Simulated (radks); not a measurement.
Ce+, 57 electrons, occupied as [Xe] 5d2 6p1 (not the ground configuration). All-electron calculation, scalar-relativistic Kohn-Sham, SCAN, spin-polarised, spherical densities, finite nucleus; open shells are filled with parallel spins first (spin-orbit coupling, left out, can overturn this in heavy ions); meta-GGA in the generalised Kohn-Sham scheme; Fermi nuclear charge, rms radius 4.8771 fm. Program: a radial shooting solver on a logarithmic mesh with Libxc functionals. Some entries of the table are withheld. Estimate them.

orbital  occ.  eigenvalue (hartree)  <r^2> (bohr^2)  r(max) (bohr)
1s up       1             -1482.716       0.0008210        0.01574
1s down     1             -1482.716       0.0008210        0.01574
2s up       1             -238.6127         0.01305        0.08897
2s down     1             -238.6102         0.01305        0.08897
2p up       3             -213.6102         0.01042        0.07170
2p down     3             -213.6079         0.01042        0.07170
3s up       1             -52.17475         0.08837         0.2542
3s down     1             -52.17330         0.08837         0.2542
3p up       3             -44.16086         0.08856         0.2490
3p down     3             -44.15909         0.08855         0.2490
3d up       5             -32.80118         0.07587         0.2056
3d down     5             -32.79837         0.07586         0.2056
4s up       1             -11.12127          0.4551         0.5924
4s down     1             -11.11551          0.4553         0.5925
4p up       3              -8.47943          0.5126         0.6179
4p down     3              -8.47418          0.5129         0.6180
4d up       5                   (1)          0.6315         0.6497
4d down     5                   (2)          0.6312         0.6498
5s up       1              -1.92919           2.513          1.359
5s down     1              -1.89960           2.480          1.355
5p up       3              -1.25171             (3)          1.520
5p down     3              -1.20817             (4)          1.505
5d up       2              -0.41218           7.291          2.004
6p up       1              -0.24226           24.42          4.201

Answer. 
(1) 4d up eigenvalue (hartree): -4.66833
(2) 4d down eigenvalue (hartree): -4.66281
(3) 5p up <r^2> (bohr^2): 3.308
(4) 5p down <r^2> (bohr^2): 3.221
